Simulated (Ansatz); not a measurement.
Species: SiPH₄, charge 0, doublet. SiPH4 (SMILES [SiH3][PH], doublet).
B3LYP-D3(BJ)/def2-TZVP minimum from Ansatz (a quantum-chemistry and plane-wave program):
```
Si
H 1 1.4808
H 1 1.4839 2 108.99
H 1 1.4839 2 108.99 3 -118.40
P 1 2.2606 2 109.00 3 120.80
H 5 1.4248 1 91.77 2 180.00
```
Charge 0, spin multiplicity 2.

Property: atomisation energy (electronic, to ground-state atoms), in kcal/mol. Radicals and triplets start from unrestricted determinants; spin-orbit coupling is neglected. CBS(X,Y): correlation extrapolated as X^-3, Hartree-Fock from the larger set. A bracket is a step between two methods taken in the basis named. Functionals run without relativity, which enters their misses. Double hybrids freeze cores in their MP2 part. 'core' is core correlation in cc-pwCVTZ (1s frozen past Ne), 'X2C' scalar relativity in cc-pVTZ-DK, both at CCSD(T). Where a partner has so few electrons that a lower coupled-cluster level is exact, that level stands in.

CCSD(T)/CBS(cc-pV(T+d)Z,cc-pV(Q+d)Z) + [CCSDT(Q) - CCSD(T)]/cc-pV(T+d)Z + core + X2C (Ansatz) gives 370.6 kcal/mol.

What does PBE/def2-TZVPD (Ansatz) give here, and how do the other levels compare?

PBE gives 366.0 kcal/mol, 4.6 kcal/mol below it. Differences of the others: r2SCAN/def2-TZVPD (Ansatz) 1.1; PBE0/def2-TZVPD (Ansatz) -5.3; wB97M-V/def2-TZVPD (Ansatz) 2.5; B2PLYP/def2-TZVPD (Ansatz) -6.4; CCSD(T)/CBS(cc-pV(T+d)Z,cc-pV(Q+d)Z) + core + X2C (Ansatz) -0.2 kcal/mol. Nearer than PBE: r2SCAN/def2-TZVPD, wB97M-V/def2-TZVPD, CCSD(T)/CBS(cc-pV(T+d)Z,cc-pV(Q+d)Z) + core + X2C.
